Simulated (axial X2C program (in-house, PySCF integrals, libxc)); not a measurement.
**CuAs: properties at the nuclei**

Calculated with an axial X2C code built on PySCF integrals: two-component X2C with atomic mean-field Coulomb and Gaunt terms, Gaussian nuclei, basis As dyall-cv3z, Cu dyall-cv3z with contracted cores.

R = 2.227 Å (near the PBE0 minimum at charge 0 of the determinant lowest at the starting distance; the state shown can have its own minimum elsewhere).

Input and command:
```json
{"zs": [33, 29], "q": 0, "bas": ["dyall-cv3z", "dyall-cv3z"], "r0": 2.33, "levels": ["PBE0", "HF", "LDA", "TPSSh", "PBE"], "nst": 3}
```
```bash
python soeom.py task.json out
```

Keys: zs atomic numbers; q charge; bas basis sets; r0 starting distance in Å; levels methods; nst determinants followed.

Determinant lowest in the PBE0 search, Ω = 1 (⟨Sz⟩ = 1.00, ⟨Lz⟩ = 0.00 at PBE0), spin on the atoms As 0.99, Cu 0.01:

| level | Eeff magnitude (GV/cm) | Ws magnitude As (kHz) | Ws magnitude Cu (kHz) | A∥/gI As (MHz) | qzz As (a.u.) | A∥/gI Cu (MHz) | qzz Cu (a.u.) | μ (D) |
| --- | --- | --- | --- | --- | --- | --- | --- | --- |
| PBE0 | 0.0296 | 0.0214 | 0.0099 | -455 | -1.81 | -232 | 0.47 | 2.54 |
| HF | 0.306 | 0.1 | 0.0408 | -384 | -2.99 | -290 | -0.40 | 4.38 |
| LDA | 0.213 | 0.0372 | 0.0238 | -407 | -1.01 | -178 | 0.95 | 1.76 |
| TPSSh | 0.0238 | 0.027 | 0.00867 | -415 | -1.47 | -196 | 0.63 | 2.44 |
| PBE | 0.118 | 0.0017 | 0.0213 | -460 | -1.11 | -184 | 0.90 | 1.89 |

Determinant 0.69 eV from it at PBE0 and this distance, Ω = 0 (closed shell), highest spinor 83% As p, 9% Cu p, 8% Cu d:

```tsv
level	qzz As (a.u.)	qzz Cu (a.u.)	μ (D)
PBE0	-1.82	0.57	2.62
HF	-3.44	-0.38	4.45
LDA	-0.86	1.04	1.82
TPSSh	-1.39	0.76	2.53
PBE	-0.93	1.02	1.98
```

Eeff is the effective electric field on the electron electric dipole moment in this Ω state and Ws the scalar–pseudoscalar constant of the nucleus named (defined with the proton number Z and per Ω); A∥ (defined per Ω) follows by multiplying with gI = μI/(I μN); qzz is the electric field gradient, eQq0 = 234.96 MHz × Q/barn × qzz; μ is positive if the Cu end (last atom) is positive. The operators were transformed with the bare-nucleus X2C matrices; with these basis sets, hyperfine constants and field gradients can be off by tens of per cent, and where levels differ in sign neither size nor sign is settled.

(1) With gI(75As) = 0.9597, gI(63Cu) = 1.4824 (g factors from the IAEA table of nuclear moments by Stone), turn the PBE0 values of the first state into constants in MHz.

Each state is one determinant with collinear spin, which with several unpaired electrons need not be a pure state. Unrestricted Hartree–Fock can overshoot spin polarisation at the nuclei. In the state Ω = 1 the sign of Eeff differs between levels (HF against PBE0). A closed determinant beside an open π² or δ² triplet, such as (π1/2)², mixes with its partner pair into the 0⁺ component of the triplet and ¹Σ⁺, so its energy is not that of a level, and 0⁺ can lie lowest. With several open shells hyperfine constants can be off by a factor of several. Where Eeff spreads by more than a factor of two the levels disagree and none is to be relied on. Open-shell Ω = 0 determinants with evenly filled partner blocks cannot be reached by this program, so the Ω shown need not be the lowest component. The search compared states at one distance, so a state with another bond length can lie lower. The sign of Ws at As differs between levels in the first state. The sign of Ws at Cu differs between levels in the first state. Further determinants of the search, some of them spin-mixed, are not shown. Where a field gradient or hyperfine factor spreads by more than a factor of two over the levels, a constant derived from it is not to be relied on. PBE0 term energies can be off by some tenths of an eV.

Results:

(1) A∥(75As) = -455 × 0.9597 = -437 MHz; A∥(63Cu) = -232 × 1.4824 = -344 MHz.
